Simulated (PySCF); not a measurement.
## Broadened absorption spectrum of C4H7F3OS

Species: C4H7F3OS.
SMILES: `CS[C@H](C)OC(F)(F)F`

Theory: PySCF 2.14.0, density-fitted response routines, TDDFT PBE0/def2-SVPD, vertical, gas phase, core orbitals frozen in the response. The structure is a single PBE0-D3(BJ)/def2-SVP conformer in the gas phase; no vibrational or solvent corrections. Torsions of this conformer, `[CH3:1][S:2][C@H:3]([CH3:4])[O:5][C:6]([F:7])([F:8])[F:9]`: C1–S2–C3–C4 60°, S2–C3–O5–C6 -94°, C3–O5–C6–F7 59°.

Broadening: Gaussians 0.3 eV wide at half height, area fixed by f = 4.319×10⁻⁹ ∫ε dν̃. The width is an assumption, not a result. The curve ends short of the highest state used, and states not computed would add to its high-energy end.

(E (eV), ε (L mol⁻¹ cm⁻¹)): (5.19, 0), (5.23, 0), (5.27, 0), (5.31, 1), (5.35, 2), (5.39, 3), (5.44, 6), (5.48, 10), (5.52, 14), (5.56, 18), (5.60, 21), (5.64, 22), (5.68, 20), (5.72, 18), (5.76, 14), (5.81, 10), (5.85, 8), (5.89, 11), (5.93, 24), (5.97, 58), (6.01, 129), (6.05, 266), (6.09, 496), (6.13, 838), (6.17, 1283), (6.22, 1904), (6.26, 2337), (6.30, 2602), (6.34, 2630), (6.38, 2422), (6.42, 2045), (6.46, 1607), (6.50, 1211), (6.54, 918), (6.59, 709), (6.63, 628), (6.67, 574), (6.71, 513), (6.75, 433), (6.79, 343), (6.83, 263), (6.87, 216), (6.91, 226), (6.96, 345)

Question: Locate the maxima and give the states behind the curve.

Answer: 220 nm (5.64 eV), ε about 22, made up of S1 (100%); 196 nm (6.32 eV), ε about 2600, made up of S2 (100%) (ε in L mol⁻¹ cm⁻¹; maxima over ε = 5, shares over 10%). At its high-energy end, 6.96 eV, the curve is still rising (ε about 350, from S3, S4 and S5). The states used: S1 5.64 eV (f 0.0002); S2 6.32 eV (f 0.029); S3 6.67 eV (f 0.0057); S4 7.16 eV (f 0.0055); S5 7.22 eV (f 0.015); S6 7.56 eV (f 0.042).

Question: What would ε be at 6.32 eV, the highest of these maxima, with half the width (0.15 eV)?

Answer: About 5270 L mol⁻¹ cm⁻¹ against 2650, a factor of about 1.99; a lone state at its own centre would give exactly 2.

Question: Does any computed singlet lie in the visible range?

Answer: No computed singlet lies in the visible range (380 to 750 nm); the lowest, at 220 nm, stands 2.38 eV above its violet end (3.26 eV).

Question: Coming from long wavelengths, where does ε first pass 100 L mol⁻¹ cm⁻¹?

Answer: At about 207 nm (6.00 eV), 0.36 eV above S1.
